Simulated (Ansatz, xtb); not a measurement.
**Ranking isomers of H4InSeSi**

3 gas-phase structures of H4InSeSi, found in a search over its isomers (lower ones may exist). Each was relaxed with GFN2-xTB:

A. a doublet given by its coordinates
B. a doublet given by its coordinates
C. `[SiH3][InH][Se]`, a doublet

A (Å):

```xyz
7

In    0.8600   -3.3308   -2.6155
Se    3.3278   -2.2263   -2.9209
Si   -0.3270   -1.0526   -1.1142
H     0.7265   -0.0691   -0.8715
H    -0.8662   -1.5765    0.1507
H    -1.4107   -0.4840   -1.9314
H     4.0489   -3.3253   -3.4597
```

Close contacts (Å): In1–Se2 2.72, In1–Si3 2.98, Se2–H7 1.42, Si3–H4 1.46, Si3–H5 1.47, Si3–H6 1.47.

B (Å):

```xyz
7

In    2.6100   -3.1465   -3.1915
Se    0.1738   -3.5492   -1.8130
Si    0.0730   -1.3733   -1.2095
H     1.3119   -0.7477   -1.6967
H    -0.0248   -1.3249    0.2470
H    -1.1083   -0.7892   -1.8408
H     3.2341   -1.0960   -3.0592
```

Close contacts (Å): In1–Se2 2.83, Se2–Si3 2.26, In1–H7 2.15, Si3–H4 1.47, Si3–H5 1.46, Si3–H6 1.46.

Task: Estimate their order in r2SCAN-D4/def2-SVP energy at these geometries, lowest first.

Result: Calculated order at r2SCAN-D4/def2-SVP: A (0.0), B (9.1), C (34.2) kJ/mol. CCSD(T)/def2-SVP + ΔMP2/def2-TZVPP after further relaxation puts B lowest instead.

Energies above the lowest of each column, in kJ/mol; the last columns are at PBE0-D3(BJ)/def2-SVP geometries (a dash: not run or not comparable):

```csv
structure,GFN2-xTB,HF/STO-3G,r2SCAN-D4/def2-SVP,PBE0-D3(BJ)/def2-SVP,CCSD(T)/def2-SVP + ΔMP2/def2-TZVPP
A,46.6,166.2,0.0,9.5,13.8
B,0.0,213.1,9.1,0.0,0.0
C,103.7,0.0,34.2,67.9,–
```

CCSD(T)/def2-SVP + ΔMP2/def2-TZVPP puts B lowest of those it was run on; HF/STO-3G picks C, r2SCAN-D4/def2-SVP picks A. CCSD(T)/def2-SVP + ΔMP2/def2-TZVPP orders those it was run on as B (0.0), A (13.8) kJ/mol. Some further structures that were screened fall inside this span and aren't listed. B keeps a small imaginary mode. Frequencies (PBE0-D3(BJ)/def2-SVP) were run for A, B alone. Open shells are spin-unrestricted. Atoms past krypton carry core potentials in the def2 sets, without spin–orbit terms. ΔMP2 is the change of the MP2 energy from the smaller to the larger basis.

Programs: Ansatz 0.2.0, xtb 6.7.1.
